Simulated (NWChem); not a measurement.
CrNHOF2; SMILES [F][Cr](=[O])(=[NH])[F]

B3LYP is NWChem's, with the RPA form of VWN correlation.

### Question
Give the equilibrium geometry at B3LYP/6-31G* (spherical d) (NWChem) as a list of bonds and angles, with the point group.

### Answer
point group Cs; any orientation.
Bonds (Å): Cr1–O2 1.540, Cr1–N3 1.613, Cr1–F5 1.708, Cr1–F6 1.708, N3–H4 1.025. Angles (°): O2–Cr1–N3 108.4, O2–Cr1–F5 110.5, O2–Cr1–F6 110.5, N3–Cr1–F5 108.9, N3–Cr1–F6 108.9, F5–Cr1–F6 109.7, Cr1–N3–H4 131.2.
